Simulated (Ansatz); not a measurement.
## Nudged elastic band run: AlFH6N2

The input (input.yaml):

```yaml
crystal:
  periodic: [false, false, false]
  atoms:
    - { symbol: Al, position_ang: [-0.148388, -0.473514, -0.120862] }
    - { symbol: F, position_ang: [0.370335, -1.889672, 0.603897] }
    - { symbol: "N", position_ang: [0.716207, 0.088985, -1.552665] }
    - { symbol: "N", position_ang: [-1.61558, 0.284549, 0.500947] }
    - { symbol: H, position_ang: [1.463047, -0.15314, 1.671123] }
    - { symbol: H, position_ang: [1.436713, 0.600551, 1.557341] }
    - { symbol: H, position_ang: [1.530724, -0.373047, -1.938545] }
    - { symbol: H, position_ang: [0.463073, 0.883666, -2.126298] }
    - { symbol: H, position_ang: [-2.075777, 1.097905, 0.111957] }
    - { symbol: H, position_ang: [-2.140355, -0.066284, 1.293004] }
basis:
  gaussian: { orbitals: def2-SVP }
hamiltonian:
  xc: pbe0
  dispersion: d4
neb:
  order_check: false
  images: 5
  f_tol: 0.05
  max_iterations: 60
  final_atoms:
    - { symbol: Al, position_ang: [0.11932662, 0.13774678, 0.14992438] }
    - { symbol: F, position_ang: [0.83210151, -1.69781175, 0.77788007] }
    - { symbol: "N", position_ang: [0.73232237, 0.19873964, -1.51486753] }
    - { symbol: "N", position_ang: [-1.5904015, 0.42248155, 0.52536365] }
    - { symbol: H, position_ang: [1.19988562, -1.02007557, 1.38669425] }
    - { symbol: H, position_ang: [1.09886737, 0.41295352, 1.45941234] }
    - { symbol: H, position_ang: [1.5666547, -0.26099033, -1.85796743] }
    - { symbol: H, position_ang: [0.33848987, 0.78392692, -2.2415984] }
    - { symbol: H, position_ang: [-2.36767855, 0.27331492, -0.10682175] }
    - { symbol: H, position_ang: [-1.929569, 0.74971333, 1.42187941] }
  initial_path:
    images:
      - { positions_ang: [[-0.148388, -0.473514, -0.120862], [0.370335, -1.889672, 0.603897], [0.716207, 0.088985, -1.552665], [-1.61558, 0.284549, 0.500947], [1.463047, -0.15314, 1.671123], [1.436713, 0.600551, 1.557341], [1.530724, -0.373047, -1.938545], [0.463073, 0.883666, -2.126298], [-2.075777, 1.097905, 0.111957], [-2.140355, -0.066284, 1.293004]] }
      - { positions_ang: [[-0.10801019, -0.32022715, -0.09018084], [0.48493613, -1.82309286, 0.74047098], [0.74004691, 0.11685508, -1.5642294], [-1.62721576, 0.31134898, 0.52153636], [1.34017556, -0.29377242, 1.54298106], [1.39310868, 0.52529505, 1.50947752], [1.53303339, -0.392152, -1.92456975], [0.51721505, 0.88000321, -2.18257293], [-2.16019099, 1.06234008, 0.12456761], [-2.11309978, -0.06659897, 1.3224184]] }
      - { positions_ang: [[-0.06763237, -0.16694029, -0.05949968], [0.59953726, -1.75651373, 0.87704495], [0.76388681, 0.14472515, -1.5757938], [-1.63885152, 0.33814896, 0.54212572], [1.21730412, -0.43440483, 1.41483912], [1.34950437, 0.4500391, 1.46161403], [1.53534277, -0.411257, -1.91059449], [0.5713571, 0.87634042, -2.23884787], [-2.24460498, 1.02677516, 0.13717821], [-2.08584456, -0.06691394, 1.3518328]] }
      - { positions_ang: [[-0.02725456, -0.01365344, -0.02881852], [0.71413839, -1.68993459, 1.01361893], [0.78772672, 0.17259523, -1.5873582], [-1.65048728, 0.36494894, 0.56271508], [1.09443268, -0.57503725, 1.28669718], [1.30590005, 0.37478315, 1.41375055], [1.53765216, -0.430362, -1.89661924], [0.62549915, 0.87267763, -2.2951228], [-2.32901897, 0.99121024, 0.14978882], [-2.05858934, -0.06722891, 1.3812472]] }
      - { positions_ang: [[0.02160583, 0.0368133, 0.03076245], [0.75345943, -1.69256031, 0.93503931], [0.7692586, 0.18131003, -1.56319464], [-1.63045869, 0.38412648, 0.5502646], [1.12958366, -0.72338336, 1.32002954], [1.23688916, 0.3875066, 1.42897115], [1.54731967, -0.37390478, -1.8837353], [0.52982939, 0.84309406, -2.27728133], [-2.34190549, 0.7519118, 0.06425196], [-2.01558256, 0.20508517, 1.39479127]] }
      - { positions_ang: [[0.07046623, 0.08728004, 0.09034341], [0.79278047, -1.69518603, 0.85645969], [0.75079048, 0.19002484, -1.53903108], [-1.61043009, 0.40330402, 0.53781413], [1.16473464, -0.87172947, 1.3533619], [1.16787826, 0.40023006, 1.44419174], [1.55698718, -0.31744756, -1.87085137], [0.43415963, 0.81351049, -2.25943987], [-2.35479202, 0.51261336, -0.02128489], [-1.97257578, 0.47739925, 1.40833534]] }
      - { positions_ang: [[0.11932662, 0.13774678, 0.14992438], [0.83210151, -1.69781175, 0.77788007], [0.73232237, 0.19873964, -1.51486753], [-1.5904015, 0.42248155, 0.52536365], [1.19988562, -1.02007557, 1.38669425], [1.09886737, 0.41295352, 1.45941234], [1.5666547, -0.26099033, -1.85796743], [0.33848987, 0.78392692, -2.2415984], [-2.36767855, 0.27331492, -0.10682175], [-1.929569, 0.74971333, 1.42187941]] }
```

Launched with:

```bash
$ ansatz run input.yaml --threads 2 --pin off --max-ram 3072MiB --backend cpu --events-out ev --progress --plain --runs-dir out
```

Output, in part (warnings, iteration lines, the closing report on the highest movable image, with atoms numbered from 0):

```
NEB end point (image 0): max|allowed force component| = 2.294e-2 eV/Å (the criterion of neb.relax_end_points is 1.000e-2)
NEB end point (image 6): max|allowed force component| = 1.580e-2 eV/Å (the criterion of neb.relax_end_points is 1.000e-2)
NEB iter   1: max|band force component| = 4.316e0 eV/Å  barrier→ = 1.8675 eV  barrier← = 0.5519 eV  Δτ_max = 0.1880 Å  (172 SCF iters)
NEB iter   2: max|band force component| = 1.565e0 eV/Å  barrier→ = 1.4546 eV  barrier← = 0.1389 eV  Δτ_max = 0.1892 Å  (136 SCF iters)
NEB iter   3: max|band force component| = 2.861e0 eV/Å  barrier→ = 1.3786 eV  barrier← = 0.0629 eV  Δτ_max = 0.0941 Å  (135 SCF iters)
NEB iter   4: max|band force component| = 1.211e0 eV/Å  barrier→ = 1.3277 eV  barrier← = 0.0120 eV  Δτ_max = 0.1859 Å  (130 SCF iters)
NEB iter   5: max|band force component| = 4.307e0 eV/Å  barrier→ = 1.3316 eV  barrier← = 0.0159 eV  Δτ_max = 0.0937 Å  (140 SCF iters)
NEB iter   6: max|band force component| = 6.048e-1 eV/Å  barrier→ = 1.3157 eV  barrier← = 0.0000 eV  Δτ_max = 0.1787 Å  (132 SCF iters)
NEB iter   7: max|band force component| = 7.063e-1 eV/Å  barrier→ = 1.3157 eV  barrier← = 0.0000 eV  Δτ_max = 0.0904 Å  (133 SCF iters)
NEB iter   8: max|band force component| = 7.731e-1 eV/Å  barrier→ = 1.3157 eV  barrier← = 0.0000 eV  Δτ_max = 0.0455 Å  (132 SCF iters)
NEB iter   9: max|band force component| = 5.658e-1 eV/Å  barrier→ = 1.3157 eV  barrier← = 0.0000 eV  Δτ_max = 0.0454 Å  (134 SCF iters)
NEB iter  10: max|band force component| = 8.966e-1 eV/Å  barrier→ = 1.0991 eV  barrier← = -0.2166 eV  CI = image 5  Δτ_max = 0.0903 Å  (135 SCF iters)
NEB iter  11: max|band force component| = 5.029e-1 eV/Å  barrier→ = 1.1867 eV  barrier← = -0.1289 eV  CI = image 5  Δτ_max = 0.0901 Å  (135 SCF iters)
NEB iter  12: max|band force component| = 9.137e-1 eV/Å  barrier→ = 1.3158 eV  barrier← = 0.0001 eV  CI = image 5  Δτ_max = 0.0449 Å  (130 SCF iters)
NEB iter  13: max|band force component| = 6.211e-1 eV/Å  barrier→ = 1.3263 eV  barrier← = 0.0107 eV  CI = image 5  Δτ_max = 0.0887 Å  (128 SCF iters)
NEB iter  14: max|band force component| = 5.132e-1 eV/Å  barrier→ = 1.3319 eV  barrier← = 0.0162 eV  CI = image 5  Δτ_max = 0.0638 Å  (132 SCF iters)
NEB iter  15: max|band force component| = 1.181e-1 eV/Å  barrier→ = 1.3193 eV  barrier← = 0.0037 eV  CI = image 5  Δτ_max = 0.0282 Å  (132 SCF iters)
NEB iter  16: max|band force component| = 1.016e-1 eV/Å  barrier→ = 1.3166 eV  barrier← = 0.0009 eV  CI = image 5  Δτ_max = 0.0426 Å  (124 SCF iters)
NEB iter  17: max|band force component| = 3.914e-2 eV/Å  barrier→ = 1.3158 eV  barrier← = 0.0001 eV  CI = image 5  Δτ_max = 0.0000 Å  (252 SCF iters)
Total energy: -12377.85377186 eV, -454.8777361053 hartree
Atom 0 at     0.110101     0.111037     0.138483 Å, force    -0.013192    -0.030562     0.006116 eV/Å
Atom 1 at     0.828123    -1.685305     0.761136 Å, force     0.013951    -0.005752    -0.016453 eV/Å
Atom 2 at     0.735393     0.192772    -1.521630 Å, force     0.008191     0.000642     0.018085 eV/Å
Atom 3 at    -1.590905     0.421557     0.527646 Å, force     0.001881     0.013738     0.027604 eV/Å
Atom 4 at     1.182391    -0.972740     1.371026 Å, force    -0.034669     0.006460    -0.005052 eV/Å
Atom 5 at     1.079902     0.373654     1.477946 Å, force     0.015893     0.024656    -0.018627 eV/Å
Atom 6 at     1.542424    -0.309881    -1.870835 Å, force    -0.001394     0.003351     0.001654 eV/Å
Atom 7 at     0.405857     0.843976    -2.223997 Å, force    -0.005310    -0.006458     0.010055 eV/Å
Atom 8 at    -2.379102     0.286172    -0.094115 Å, force     0.014920     0.003992    -0.008966 eV/Å
Atom 9 at    -1.914184     0.738757     1.434240 Å, force    -0.000272    -0.010067    -0.014416 eV/Å
Dipole moment:    -0.035633     0.049930    -0.048132 e Å
```

It converged. The top lies less than 8 meV above the higher end, about what the thresholds resolve: that end is a shoulder or a very shallow well. A vibrational analysis at the climbing image gives one clearly imaginary mode, 110i cm⁻¹: a first-order saddle point. The orbitals stay closed-shell, which can raise the energy where a bond breaks towards radicals; this wasn't checked here.

Final band (atoms are numbered from 1 in the order of the input):

```tsv
image	path coordinate (Å)	energy (kcal/mol)	H5–H6 (Å)	Al1–H6 (Å)	F2–H5 (Å)
0	0.00	0.0	0.76	2.55	2.31
1	0.50	0.1	0.76	2.44	2.31
2	1.01	1.2	0.77	2.35	2.17
3	1.51	4.4	0.77	2.18	1.91
4	2.01	18.5	0.88	1.87	1.44
5	2.52	30.3	1.35	1.67	1.00
6	2.65	30.3	1.44	1.66	0.98
```

Time of the run: 4.2 min on 2 threads of Intel(R) Xeon(R) 6975P-C (Granite Rapids), with other jobs on the host, peak memory 0.19 GiB.
